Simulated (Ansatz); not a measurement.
H₄InOSSi, SMILES `[SiH3][O][In][SH]` radical. Total charge 0; spin multiplicity 2. In takes the def2 core potential. All single points use the PBE0-D4/def2-TZVP geometry. It is one conformer, not always the lowest.

```xyz
8

Si    0.420   -0.705   -0.786
O    -0.306    0.541   -1.461
In   -1.048    2.336   -0.617
S     0.012    0.917    1.994
H    -0.358   -1.977   -0.783
H     0.558   -0.321    0.787
H     1.819   -0.955   -1.231
H    -1.096    0.164    2.096
```

What is the dipole moment at B3LYP/def2-TZVPP? (An estimate is asked.)

Computed: 1.18 D, with components (-0.95, 0.69, 0.16) D in this frame, pointing from negative to positive charge.

And with PBE, r2SCAN, ωB97M-V? (Estimate.)

The calculation gave: PBE 1.11 D, r2SCAN 1.03 D, ωB97M-V 1.18 D.

Give the Mulliken charges with B3LYP, PBE, ωB97M-V in def2-TZVPP. (Estimate.)

The calculation gave: 
```json
{"atom": "Si1", "B3LYP": "0.45", "PBE": "0.35", "ωB97M-V": "0.37"}
{"atom": "O2", "B3LYP": "-0.59", "PBE": "-0.50", "ωB97M-V": "-0.61"}
{"atom": "In3", "B3LYP": "0.46", "PBE": "0.41", "ωB97M-V": "0.45"}
{"atom": "S4", "B3LYP": "-0.25", "PBE": "-0.27", "ωB97M-V": "-0.24"}
{"atom": "H5", "B3LYP": "-0.08", "PBE": "-0.07", "ωB97M-V": "-0.05"}
{"atom": "H6", "B3LYP": "-0.03", "PBE": "0.01", "ωB97M-V": "-0.03"}
{"atom": "H7", "B3LYP": "-0.08", "PBE": "-0.07", "ωB97M-V": "-0.05"}
{"atom": "H8", "B3LYP": "0.12", "PBE": "0.13", "ωB97M-V": "0.14"}
```

B3LYP here is the variant with VWN-RPA as its local correlation; programs differ in this.
